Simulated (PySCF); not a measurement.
Static response to an electric field

H9NSi3.
Geometry (GFN2-xTB, Å), atoms numbered from 1 in this order:
```
atom  x, y, z in Å
N1    -1.8392    0.9044   -0.1814
Si2   -1.5539   -0.7986   -0.2608
Si3    0.7329   -1.0170   -0.5037
Si4    2.0398    0.7912    0.1116
H5    -1.4543    1.5023   -0.8950
H6    -2.7623    1.2288    0.0580
H7    -2.3345   -1.4762   -1.3172
H8    -2.1121   -1.2842    1.0057
H9     1.0507   -1.3688   -1.9022
H10    1.1756   -2.2161    0.2300
H11    1.6992    1.2923    1.4455
H12    3.4803    0.5182    0.1378
H13    1.8735    1.9241   -0.8076
```

Level: CAM-B3LYP/def2-SVPD (PySCF), static field, nuclei fixed, core orbitals frozen in the response. The polarisability tensor in these axes (au):

```
x   111.18   8.62   2.02
y     8.62  94.78   4.18
z     2.02   4.18  81.65
```

Problem. Diagonalise the tensor; give its mean and Δα, where Δα² is half the sum of the squared differences of the eigenvalues.

Solution. Principal values 80.42, 91.94 and 115.25 au; mean 95.87 au = 14.21 Å³ = 15.81 × 10⁻⁴⁰ C²·m²/J; Δα = 30.74 au (32 % of the mean).

Problem. What is the dipole moment, and where does it point?

Solution. (-0.85, 0.59, -0.58) D, 1.18 D in size, pointing from the negative to the positive side. Measured along this direction, the outermost atoms are H12 at the negative end and H6 at the positive end.

Problem. What depolarisation ratio follows for Rayleigh scattering of linearly polarised light, taking the static tensor?

Solution. ρ = 3Δα²/(45ᾱ² + 4Δα²) = 2834.2/(413598 + 3778.9) = 0.00679.

Problem. In a dilute gas of rigid molecules at 273 K, how does the orientational term μ²/3kT compare with the electronic polarisability?

Solution. In Gaussian units μ²/3kT = 12.41 Å³ against 14.21 Å³, a ratio of 0.87; the Debye molar polarisation (4π/3)N_A(α + μ²/3kT) is 67.1 cm³/mol, leaving out the vibrational part.

Problem. What are the principal values of the traceless quadrupole moment, Θ = ½Σq(3rr − r²1), about the centre of nuclear charge?

Solution. -5.08, -0.69, 5.77 D·Å. The values depend on the origin, since the dipole doesn't vanish. The electronic extent ⟨r²⟩ about the same centre is 946 bohr², a root-mean-square distance of 2.14 Å for the 58 electrons.

Problem. Give the principal axes and the span of the nuclei along them.

Solution. Largest value along (0.91, 0.40, 0.10), where the nuclei span 6.24 Å; middle along (-0.42, 0.87, 0.27), 4.59 Å; least along (0.02, -0.29, 0.96), 2.70 Å. The response follows the extents in order.

Problem. What would n − 1 = 2πNα be for an ideal gas of these molecules at 350 K and 1 atm, electronic part alone?

Solution. N = p/kT = 2.0968 × 10¹⁹ cm⁻³, so n − 1 = 2π × N × 14.21 × 10⁻²⁴ cm³ = 1872 × 10⁻⁶ at long wavelengths.

Isolated species at its GFN2-xTB geometry (one conformer only).

These values come from a run that also computed excited states. Time: 30 s; peak memory 0.72 GiB. Hardware: one thread of an Arm Neoverse N1, no GPU (shared host).
